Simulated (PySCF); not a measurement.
## F⁷⁺ (fluorine, charge +7): Hartree-Fock from Schrödinger to Dirac-Coulomb-Breit

Occupied: 1s1/2. Hartree-Fock calculated with PySCF 2.14 in an uncontracted even-tempered set (16 s from 0.24 bohr⁻², ratio 2.7; 10 p from 0.28 bohr⁻², ratio 2.7), Gaussian nucleus throughout. NR is non-relativistic, sf-X2C the spin-free one-electron X2C Hamiltonian, X2C adds the bare one-electron spin-orbit term, X2C-SNSO screens it by Boettger's factors, DC is four-component Dirac-Coulomb, and the Gaunt and Breit terms are added at first order (total energies over the DC spinors, levels after relaxing the spinors in that mean field). QED terms are absent. Levels marked empty are virtual spinors of this ion.

```json
{"Hamiltonian": "NR", "E (hartree)": "-75.4857", "E − E(DC) (hartree)": "0.0790", "CPU seconds": "0.18"}
{"Hamiltonian": "sf-X2C", "E (hartree)": "-75.5603", "E − E(DC) (hartree)": "0.0044", "CPU seconds": "0.09"}
{"Hamiltonian": "X2C", "E (hartree)": "-75.5603", "E − E(DC) (hartree)": "0.0044", "CPU seconds": "0.09"}
{"Hamiltonian": "X2C-SNSO", "E (hartree)": "-75.5603", "E − E(DC) (hartree)": "0.0044", "CPU seconds": "0.09"}
{"Hamiltonian": "DC", "E (hartree)": "-75.5647", "E − E(DC) (hartree)": "0.0000", "CPU seconds": "1.7"}
{"Hamiltonian": "DC+Gaunt", "E (hartree)": "-75.5559", "E − E(DC) (hartree)": "0.0087", "CPU seconds": "3.4"}
{"Hamiltonian": "DC+Breit", "E (hartree)": "-75.5559", "E − E(DC) (hartree)": "0.0087", "CPU seconds": "31"}
```

```json
{"level (eV)": "1s1/2", "NR": "-953.53", "sf-X2C": "-954.38", "X2C": "-954.38", "X2C-SNSO": "-954.38", "DC": "-954.49", "DC+Gaunt": "-954.27", "DC+Breit": "-954.27"}
{"level (eV)": "2s1/2 (empty)", "NR": "-184.84", "sf-X2C": "-185.04", "X2C": "-185.04", "X2C-SNSO": "-185.04", "DC": "-185.05", "DC+Gaunt": "-185.03", "DC+Breit": "-185.03"}
{"level (eV)": "2p1/2 (empty)", "NR": "-170.86", "sf-X2C": "-170.92", "X2C": "-171.03", "X2C-SNSO": "-171.02", "DC": "-171.01", "DC+Gaunt": "-170.98", "DC+Breit": "-170.98"}
{"level (eV)": "2p3/2 (empty)", "NR": "-170.86", "sf-X2C": "-170.92", "X2C": "-170.87", "X2C-SNSO": "-170.87", "DC": "-170.88", "DC+Gaunt": "-170.86", "DC+Breit": "-170.87"}
{"level (eV)": "3s1/2 (empty)", "NR": "-78.948", "sf-X2C": "-79.015", "X2C": "-79.015", "X2C-SNSO": "-79.015", "DC": "-79.017", "DC+Gaunt": "-79.012", "DC+Breit": "-79.013"}
```

```csv
interval (eV),X2C,X2C-SNSO,DC,DC+Gaunt,DC+Breit
2p3/2 − 2p1/2,0.1659,0.1475,0.1346,0.1188,0.1188
```

Weight of the small component: 1s1/2 0.00101, 2s1/2 0.000185, 2p1/2 0.000177, 2p3/2 0.000177, 3s1/2 7.74e-05.

Koopmans' value for the highest occupied level at DC+Breit: 954.27 eV, against an ionisation energy of 953.90 eV (theoretical estimate listed by NIST; NIST Atomic Spectra Database, ionization energies); the former lacks relaxation, correlation, QED and recoil.

The whole ladder took 37 s of wall time on 1 thread of Intel(R) Xeon(R) Platinum 8259CL CPU @ 2.50GHz (shared host), launched as `OMP_NUM_THREADS=1 python relrun2.py TASK.json OUT` (a driver that calls PySCF for each Hamiltonian).
